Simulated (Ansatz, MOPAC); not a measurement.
Species: methylhydroxycarbene, C2H4O, charge 0, multiplicity 1. SMILES: C[C]O

Atoms: C1, C2, O3, H4, H5, H6, H7. Bonds: C1-C2, C1-H4, C1-H5, C1-H6, C2-O3, O3-H7.

Bond lengths (Å) and angles (degrees) optimised at PM6 with MOPAC; PM7 with MOPAC; HF/STO-3G with Ansatz (a program for electronic structure), each started from the B3LYP-D3(BJ)/def2-TZVP structure (Ansatz) of the last column. A row stands for all coordinates that are equal there; 8 of 11 kinds are shown. No wavenumbers were computed at HF/STO-3G, so these may be saddle points.

```tsv
coordinate	PM6	PM7	HF/STO-3G	B3LYP-D3(BJ)/def2-TZVP
C1-C2	1.490	1.503	1.553	1.488
C1-H4	1.101	1.099	1.086	1.094
C1-H6	1.093	1.091	1.091	1.106
C2-O3	1.278	1.279	1.327	1.300
O3-H7	0.994	0.984	0.996	0.991
C1-C2-O3	119.2	117.2	110.7	112.6
C2-C1-H4	109.4	109.2	108.3	108.3
C2-C1-H6	116.8	116.0	114.8	114.9
```

Mean signed difference of all 6 bond lengths from B3LYP-D3(BJ)/def2-TZVP: PM6 -0.003 Å, PM7 -0.003 Å, HF/STO-3G 0.011 Å.
